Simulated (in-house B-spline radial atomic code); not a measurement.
How G0W0 and RPA depend on the start: the copper ion Cu⁶⁺

Configuration [Ar] 3d5, highest spin. Computed with a B-spline radial code for spherical atoms: all electrons, non-relativistic, point nucleus, each spin shell either full or empty, empty states to l = 9 with an (l + 1/2)⁻⁴ tail; G0W0 by contour deformation at full frequency.

```
            start  mean-field 3d up (eV)  G0W0 (eV)  QP weight  RPA correlation (Eh)
     Hartree-Fock                -141.37    -140.48      0.977               -1.4537
         LDA VWN5                -125.68          ?          ?                     ?
              PBE                -125.50    -139.81      0.960                -1.589
             PBE0                -129.76    -140.00      0.966               -1.5512
           r2SCAN                -126.60    -139.82      0.964               -1.5637
            HSE06                -129.26    -140.01      0.966               -1.5537
  B3LYP (VWN-RPA)                -128.90    -139.99      0.965               -1.5596
             SCAN                -126.58    -139.76      0.964               -1.5623
             TPSS                -125.47    -139.86      0.961               -1.5806
        BHandHLYP                -133.81    -140.20      0.971               -1.5171
        CAM-B3LYP                -130.92    -140.13      0.967               -1.5468
          LC-wPBE                -131.25    -140.23      0.968               -1.5503
            wB97X                -131.50    -139.97      0.970                 -1.54
           PBEsol                -125.46    -139.85      0.960               -1.5896
             BLYP                -125.32          ?          ?                     ?
          r2SCAN0                -130.56    -140.00      0.968               -1.5343
LDA exchange-only                -123.99    -140.08      0.959               -1.5916
```

(1) What G0W0 level, weight and RPA correlation energy follow from the LDA VWN5 start?

(2) What G0W0 level, weight and RPA correlation energy follow from the BLYP start?

(3) How much of the dependence on the start does G0W0 remove?

## Answers

(1) G0W0 level -139.91 eV, weight 0.960, RPA correlation -1.5914 hartree.

(2) G0W0 level -139.81 eV, weight 0.960, RPA correlation -1.5901 hartree.

(3) The mean-field levels span 17.4 eV and the G0W0 levels 0.72 eV. Against 139 ± 1.2 eV (NIST, semi-empirical) the G0W0 removal energies are off by +0.76 to +1.48 eV, with relativity, Breit and QED terms left out.
